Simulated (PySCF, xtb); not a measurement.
B(Me)(OMe)(SMe) (C3H9BOS), SMILES COB(C)SC. The values are those of a single conformer.

Harmonic wavenumbers (cm⁻¹) from GFN2-xTB (xtb) at its own minimum, in rising order: 51, 84, 90, 111, 148, 174, 208, 292, 390, 401, 612, 730, 846, 861, 946, 958, 1017, 1056, 1125, 1151, 1274, 1314, 1391, 1412, 1447, 1449, 1471, 1474, 1490, 1494, 2952, 2963, 2998, 3002, 3015, 3043, 3047, 3057, 3064.

Question: What does PBE-D3(BJ)/def2-SVP run with PySCF give at its own minimum? (Estimate from the structure and the level; the computed values follow.)

Answer: 11, 72, 109, 147, 152, 161, 232, 313, 402, 434, 600, 707, 810, 831, 927, 938, 1040, 1078, 1128, 1153, 1254, 1279, 1338, 1383, 1388, 1391, 1397, 1417, 1425, 1442, 2941, 2962, 2992, 3020, 3035, 3059, 3079, 3100, 3106. Paired by order, the mean absolute difference is 28 cm⁻¹ and the zero-point energies are 75.2 and 74.7 kcal/mol.
